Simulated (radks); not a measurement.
Results of a calculation; reference values are marked as such.
Question: The technetium ion Tc8+ is in [Ar] 3d10 4s2 4p5. Code: a radial shooting solver on a logarithmic mesh with Libxc functionals. Model: scalar-relativistic Kohn-Sham, PBE, spin-polarised, spherical densities, finite nucleus; Fermi nuclear charge, rms radius of each element as measured or else 0.836 A^(1/3) + 0.57 fm. Open shells are filled with parallel spins first. One electron is removed from 3d, 4s, 3p, 4p in turn, with full relaxation. Which removal costs least, and what does each cost?

Answer: 4p 171.47 eV; 4s 202.64 eV; 3d 403.47 eV; 3p 568.16 eV. The 4p electron leaves first.
